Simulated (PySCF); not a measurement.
**Electron correlation in Ar⁺ (argon, charge +1)**

[Ne] 3s1 3p5 3d1, one real determinant (an excited configuration). Calculation: PySCF 2.14, in dyall-acv3z; the non-relativistic Hamiltonian (point nucleus). Frozen: [Ne]; 7 electrons correlated; the 23 highest virtual orbitals of each spin left out.

```json
{"level": "CCSD", "correlation energy (mhartree)": "-271.90"}
{"level": "(T)", "correlation energy (mhartree)": "-31.41"}
{"level": "CCSD(T)", "correlation energy (mhartree)": "-303.31"}
```

Diagnostics: T1 = 0.085, D1 = 0.3145, largest double amplitude 0.277.

The real determinant used has ⟨L²⟩ near 8 against 12 for a pure F term, so it mixes terms. The outer electron is Rydberg-like, and this basis confines it to a smaller radius and binds it less than a complete one would. T1 exceeds 0.03, a sign that the reference determinant is poor. A double-excitation amplitude exceeds 0.15, a sign of near-degeneracy.

Cost of the coupled-cluster step: about 40 core-seconds, for 7 correlated electrons.

The reference is one real determinant that mixes LS terms of this configuration.
